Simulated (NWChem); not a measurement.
System: C5H3NS; SMILES N#Cc1ccsc1

```xyz
10

N      0.2009    -3.2630     0.0000
C      0.0992    -2.1077     0.0000
C     -0.0342    -0.6875     0.0000
C     -1.2892     0.0013     0.0000
C     -1.1273     1.3578     0.0000
S      0.5317     1.8037     0.0000
C      1.0420     0.1766     0.0000
H     -2.2557    -0.5023     0.0000
H     -1.9005     2.1248     0.0000
H      2.0992    -0.0839     0.0000
```
Atoms are numbered in this order, from 1.

Computed with NWChem. All runs use the structure optimised with PBE0/def2-SVP. B3LYP is NWChem's, with the RPA form of VWN correlation.

For level B3LYP/def2-TZVP:

| Item | Value |
|---|---|
| highest occupied level (eV) | -7.37 |
| orbital gap (eV) | 5.66 |

Task: Estimate the same quantities for level Hartree-Fock/def2-TZVP.

Result: The highest occupied level (eV) is -9.66 and the orbital gap (eV) is 11.62.
